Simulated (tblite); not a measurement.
A geometry optimisation, step by step.

C₃H₇GeN (charge -1 and doublet state).
Numbering: `[NH-:1][CH:2]/[CH:3]=[CH:4]\[GeH3:5]` (hydrogens: H6 on N1; H7 on C2; H8 on C3; H9 on C4; H10, H11, H12 on Ge5)
Bond orders are those of one Lewis drawing.

Computed with GFN2-xTB (tblite), gas phase: L-BFGS steps from a force-field or distance-geometry start until the largest atomic force falls under 0.01 eV/Å. 10 of its 54 geometries are shown.

Step 0: E = -404.9414 eV, largest atomic force 4.461 eV/Å
```
atom  x, y, z in Å  |  force x, y, z in eV/Å
N1     -2.537   -1.079    0.361    2.534  -0.253  -1.289
C2     -1.130   -0.788    0.232   -3.258   2.270   2.033
C3     -0.899    0.671    0.018   -1.200  -2.044   0.473
C4      0.299    1.198   -0.259    1.702  -0.120  -0.210
Ge5     1.902    0.119   -0.366   -1.262   0.340  -0.049
H6     -2.655   -2.116    0.390    0.155   0.568   0.456
H7     -0.602   -1.109    1.166    0.641  -0.536  -1.225
H8     -1.754    1.352    0.057   -0.111  -0.376  -0.337
H9      0.398    2.256   -0.411    0.012   0.449   0.008
H10     2.147   -0.596    0.984    0.389  -0.034  -0.459
H11     3.106    1.034   -0.706   -0.045  -0.424   0.106
H12     1.727   -0.941   -1.492    0.442   0.161   0.494
```

Step 6: E = -406.2998 eV, largest atomic force 0.929 eV/Å
```
atom  x, y, z in Å  |  force x, y, z in eV/Å
N1     -2.493   -1.100    0.204   -0.046  -0.143   0.277
C2     -1.293   -0.623    0.471    0.192   0.008  -0.304
C3     -0.950    0.671    0.071   -0.813   0.411   0.182
C4      0.299    1.197   -0.222    0.483   0.039   0.170
Ge5     1.856    0.142   -0.359   -0.496   0.140   0.089
H6     -2.608   -2.079    0.487    0.077   0.120   0.153
H7     -0.492   -1.213    0.980   -0.071  -0.032  -0.403
H8     -1.810    1.345   -0.043    0.158  -0.179  -0.205
H9      0.386    2.264   -0.408   -0.086  -0.088  -0.014
H10     2.218   -0.616    0.911    0.281  -0.157  -0.040
H11     3.090    0.959   -0.689    0.134  -0.034  -0.004
H12     1.798   -0.946   -1.429    0.188  -0.084   0.099
```

Step 12: E = -406.4665 eV, largest atomic force 0.541 eV/Å
```
atom  x, y, z in Å  |  force x, y, z in eV/Å
N1     -2.525   -1.097    0.289   -0.020   0.062   0.184
C2     -1.313   -0.592    0.402   -0.271  -0.229   0.005
C3     -1.014    0.724    0.085    0.128  -0.224  -0.215
C4      0.276    1.231   -0.096    0.025  -0.088   0.064
Ge5     1.797    0.138   -0.321    0.527  -0.090   0.082
H6     -2.560   -2.079    0.581    0.037   0.057  -0.008
H7     -0.469   -1.209    0.756    0.230  -0.035  -0.117
H8     -1.857    1.354   -0.133   -0.263   0.315  -0.018
H9      0.363    2.258   -0.416    0.058   0.139  -0.012
H10     2.337   -0.675    0.879   -0.095   0.090   0.005
H11     3.092    0.923   -0.676   -0.245   0.010   0.068
H12     1.874   -0.976   -1.376   -0.113  -0.007  -0.038
```

Step 18: E = -406.5196 eV, largest atomic force 0.251 eV/Å
```
atom  x, y, z in Å  |  force x, y, z in eV/Å
N1     -2.545   -1.088    0.387    0.022   0.020   0.001
C2     -1.326   -0.597    0.365   -0.027  -0.110   0.001
C3     -1.031    0.716    0.017    0.174  -0.038   0.152
C4      0.281    1.208   -0.075   -0.145   0.040  -0.164
Ge5     1.824    0.130   -0.291   -0.146  -0.103  -0.076
H6     -2.554   -2.085    0.615    0.022   0.019   0.073
H7     -0.432   -1.216    0.628   -0.138   0.096  -0.186
H8     -1.865    1.397   -0.146    0.118  -0.096   0.012
H9      0.382    2.238   -0.401    0.071   0.039   0.024
H10     2.350   -0.672    0.900   -0.001   0.003   0.083
H11     3.057    0.946   -0.657    0.046   0.079   0.017
H12     1.861   -0.979   -1.367    0.003   0.052   0.062
```

Step 24: E = -406.5460 eV, largest atomic force 0.160 eV/Å
```
atom  x, y, z in Å  |  force x, y, z in eV/Å
N1     -2.554   -1.081    0.458   -0.012   0.014  -0.002
C2     -1.336   -0.606    0.330    0.079   0.086  -0.045
C3     -1.030    0.712    0.020    0.031   0.072  -0.122
C4      0.276    1.190   -0.138    0.007   0.022  -0.052
Ge5     1.821    0.115   -0.276   -0.056   0.052   0.021
H6     -2.546   -2.080    0.676   -0.016  -0.013   0.019
H7     -0.431   -1.237    0.463   -0.008  -0.096   0.007
H8     -1.847    1.407   -0.146   -0.063  -0.013   0.146
H9      0.416    2.240   -0.376   -0.072  -0.038   0.013
H10     2.349   -0.661    0.939   -0.009  -0.014   0.004
H11     3.029    0.979   -0.630    0.047  -0.026  -0.005
H12     1.854   -0.979   -1.348    0.073  -0.045   0.016
```

Step 29: E = -406.5596 eV, largest atomic force 0.181 eV/Å
```
atom  x, y, z in Å  |  force x, y, z in eV/Å
N1     -2.549   -1.065    0.485    0.119   0.040  -0.010
C2     -1.327   -0.608    0.294   -0.099  -0.146   0.041
C3     -1.024    0.714   -0.006   -0.098  -0.091   0.069
C4      0.272    1.192   -0.214   -0.056  -0.027   0.011
Ge5     1.818    0.117   -0.269    0.067   0.012  -0.043
H6     -2.544   -2.064    0.714   -0.009   0.074  -0.031
H7     -0.442   -1.280    0.381    0.004   0.110  -0.051
H8     -1.860    1.405   -0.072    0.048   0.019   0.021
H9      0.408    2.256   -0.363   -0.003   0.011  -0.031
H10     2.333   -0.655    0.963   -0.038   0.033  -0.020
H11     3.033    0.982   -0.615    0.024  -0.052   0.004
H12     1.885   -0.995   -1.326    0.040   0.016   0.039
```

Step 35: E = -406.5656 eV, largest atomic force 0.078 eV/Å
```
atom  x, y, z in Å  |  force x, y, z in eV/Å
N1     -2.547   -1.059    0.502   -0.022  -0.018   0.023
C2     -1.330   -0.616    0.283    0.003   0.009   0.017
C3     -1.030    0.709    0.001    0.006   0.022   0.009
C4      0.262    1.183   -0.240   -0.002   0.035   0.018
Ge5     1.823    0.127   -0.273   -0.022  -0.072  -0.021
H6     -2.553   -2.056    0.725   -0.005  -0.033  -0.023
H7     -0.437   -1.277    0.325   -0.015  -0.039  -0.007
H8     -1.859    1.409   -0.032    0.009   0.021   0.011
H9      0.396    2.250   -0.368    0.001   0.021  -0.040
H10     2.314   -0.639    0.967   -0.012   0.015   0.040
H11     3.048    0.968   -0.609    0.046   0.033  -0.014
H12     1.914   -1.001   -1.308    0.014   0.005  -0.014
```

Step 41: E = -406.5685 eV, largest atomic force 0.052 eV/Å
```
atom  x, y, z in Å  |  force x, y, z in eV/Å
N1     -2.550   -1.062    0.515    0.025   0.018   0.000
C2     -1.333   -0.617    0.289    0.013   0.012   0.000
C3     -1.029    0.710    0.015    0.019   0.017  -0.002
C4      0.262    1.186   -0.237    0.005  -0.006   0.013
Ge5     1.825    0.126   -0.282   -0.012   0.019   0.015
H6     -2.561   -2.066    0.709    0.022   0.011  -0.013
H7     -0.442   -1.284    0.310   -0.038  -0.008  -0.007
H8     -1.852    1.419   -0.007    0.010  -0.026   0.015
H9      0.388    2.252   -0.394    0.004  -0.047  -0.022
H10     2.294   -0.622    0.980   -0.006   0.006  -0.017
H11     3.065    0.963   -0.611   -0.040  -0.002   0.009
H12     1.936   -1.007   -1.312   -0.001   0.005   0.011
```

Step 47: E = -406.5697 eV, largest atomic force 0.019 eV/Å
```
atom  x, y, z in Å  |  force x, y, z in eV/Å
N1     -2.548   -1.056    0.534   -0.007  -0.001  -0.005
C2     -1.334   -0.616    0.285    0.005  -0.003  -0.001
C3     -1.027    0.711    0.019   -0.007  -0.003   0.007
C4      0.263    1.184   -0.239    0.004  -0.002   0.000
Ge5     1.824    0.125   -0.280    0.004   0.014   0.000
H6     -2.555   -2.064    0.706   -0.009   0.004  -0.001
H7     -0.453   -1.295    0.273    0.019   0.003   0.001
H8     -1.848    1.421    0.015   -0.005   0.005   0.009
H9      0.390    2.245   -0.414    0.003   0.002  -0.016
H10     2.283   -0.611    0.987    0.004  -0.017   0.002
H11     3.059    0.966   -0.606   -0.010   0.010   0.003
H12     1.948   -1.010   -1.306   -0.003  -0.011   0.002
```

Step 53: E = -406.5700 eV, largest atomic force 0.009 eV/Å
```
atom  x, y, z in Å  |  force x, y, z in eV/Å
N1     -2.548   -1.055    0.530    0.006  -0.002   0.000
C2     -1.332   -0.616    0.287   -0.001  -0.001   0.002
C3     -1.026    0.712    0.024    0.001   0.000   0.000
C4      0.264    1.184   -0.235   -0.001  -0.001  -0.003
Ge5     1.824    0.125   -0.280    0.000  -0.008   0.005
H6     -2.558   -2.063    0.699   -0.003  -0.002   0.000
H7     -0.450   -1.294    0.278   -0.003   0.005   0.000
H8     -1.848    1.420    0.022    0.000   0.004   0.000
H9      0.390    2.243   -0.427   -0.003   0.002  -0.001
H10     2.282   -0.616    0.986    0.004   0.001  -0.002
H11     3.056    0.971   -0.606   -0.001   0.000   0.003
H12     1.948   -1.012   -1.304    0.002   0.001  -0.003
```

Q: Summarise the path.

A: The energy falls by 37.56 kcal/mol from step 0 to step 53; nine tenths of that is first reached at step 10. It falls at every step. The largest force goes from 4.461 to 0.009 eV/Å. Among the bonds N1–C2 changes most, from 1.443 to 1.315 Å; the atoms move by 0.320 Å rms after alignment.

Q: Follow the three bonds and two angles with the largest change from start to end.

A: 
```
step  E above end (kcal/mol)  largest force (eV/Å)  N1–C2 (Å)  C2–C3 (Å)  C3=C4 (Å)  N1–C2–H7 (°)  N1–C2–C3 (°)
   0                   37.56                 4.461      1.443      1.493      1.338         109.2         111.2
   2                   18.35                 3.338      1.270      1.394      1.400         118.9         121.3
   5                    7.97                 0.704      1.326      1.400      1.388         123.9         119.8
   7                    5.19                 0.690      1.313      1.399      1.392         123.0         120.1
   9                    3.86                 0.498      1.313      1.398      1.403         121.2         120.5
  12                    2.39                 0.541      1.317      1.386      1.398         121.1         122.9
  14                    1.76                 0.223      1.315      1.387      1.401         122.5         124.0
  16                    1.49                 0.246      1.313      1.388      1.405         122.5         123.8
  18                    1.16                 0.251      1.315      1.389      1.404         122.0         123.7
  21                    0.80                 0.189      1.314      1.387      1.396         122.4         124.3
  23                    0.62                 0.159      1.313      1.387      1.398         122.7         124.7
  25                    0.50                 0.144      1.316      1.389      1.401         122.2         124.8
  28                    0.31                 0.171      1.318      1.390      1.398         120.9         124.6
  30                    0.20                 0.101      1.314      1.389      1.397         121.3         124.0
  32                    0.17                 0.074      1.315      1.388      1.398         121.9         123.8
  35                    0.10                 0.078      1.314      1.387      1.397         122.5         123.8
  37                    0.08                 0.069      1.315      1.387      1.397         122.4         123.8
  39                    0.06                 0.082      1.315      1.388      1.398         122.3         124.0
  41                    0.04                 0.052      1.315      1.389      1.399         122.3         124.0
  44                    0.02                 0.069      1.315      1.388      1.398         122.1         124.0
  46                    0.01                 0.023      1.315      1.388      1.398         121.9         124.1
  48                    0.01                 0.025      1.315      1.388      1.398         122.0         124.1
  51                    0.00                 0.016      1.315      1.388      1.398         122.1         123.9
  53                    0.00                 0.009      1.315      1.388      1.398         122.1         123.9
```

What follows is the cost of the whole relaxation. Time: 0.13 s of wall time. Hardware: one thread, AMD EPYC 9R45 (x86_64) (shared host).
